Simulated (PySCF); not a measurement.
The vertical singlet excitations below were computed for one of the candidates. Theory: TDDFT CAM-B3LYP/def2-SVPD, vertical, gas phase, core orbitals frozen in the response in PySCF 2.14.0, density-fitted response routines. Geometries: PBE0-D3(BJ)/def2-SVP, one conformer each.

```tsv
state	ν̃ (cm⁻¹)	f	main configurations (H = HOMO, L = LUMO)
S1	68810	0.024	H→L (89%)
S2	74480	0.0093	H→L+1 (52%), H→L+4 (25%), H→L+2 (12%)
S3	77030	0.037	H→L+2 (55%), H-1→L (15%), H→L+4 (10%)
S4	77270	0.063	H-1→L (64%), H→L+3 (9%)
S5	78030	0.029	H→L+3 (61%), H→L+1 (12%), H→L+2 (10%)
S6	81840	0.017	H-1→L+2 (35%), H-2→L (33%)
S7	82530	0.018	H-1→L+1 (33%), H-1→L+2 (29%), H-2→L (14%)
S8	83140	0.020	H→L+4 (30%), H→L+1 (24%), H→L+3 (11%)
S9	84770	0.032	H-1→L+4 (25%), H-1→L+3 (17%), H-1→L+2 (14%)
S10	85360	0.020	H→L+6 (42%), H→L+5 (29%), H→L+7 (17%)
```

Orbital energies (eV): HOMO-3 -13.55, HOMO-2 -12.34, HOMO-1 -11.59, HOMO -10.66, LUMO 1.09, LUMO+1 1.76, LUMO+2 2.10.

Question: Which structure fits? All have the formula C3H4F4O.
A. `CO[C@@H](F)C(F)(F)F`
B. `COC(F)(F)C(F)F`
C. `OC[C@@H](F)C(F)(F)F`

Answer: A. Its S1 lies at 8.53 eV; the nearest of the others has S1 at 8.95 eV. S1 is HOMO→LUMO (89%). Löwdin shares by element: HOMO oxygen 58%, carbon 14% or more, hydrogen 13% or more; LUMO carbon 40% or more, hydrogen 22% or more (atoms not listed hold the other 38%). At the same level the other candidates give, for their lowest levels:
- `OC[C@@H](F)C(F)(F)F`: 7.60 eV (f 0.010); 8.56 eV (f 0.038); 9.12 eV (f 0.013); 9.24 eV (f 0.015); 9.36 eV (f 0.034); T1 7.24 eV; HOMO -10.18, LUMO 0.95 eV
- `COC(F)(F)C(F)F`: 8.95 eV (f 0.009); 9.52 eV (f 0.016); 9.79 eV (f 0.026); 10.05 eV (f 0.032); 10.18 eV (f 0.032); T1 8.79 eV; HOMO -10.98, LUMO 1.13 eV

Shape of the structure used: `[CH3:1][O:2][C@@H:3]([F:4])[C:5]([F:6])([F:7])[F:8]`: C1–O2–C3–F4 72°, O2–C3–C5–F6 62°.
Triplets come from the Tamm–Dancoff approximation.
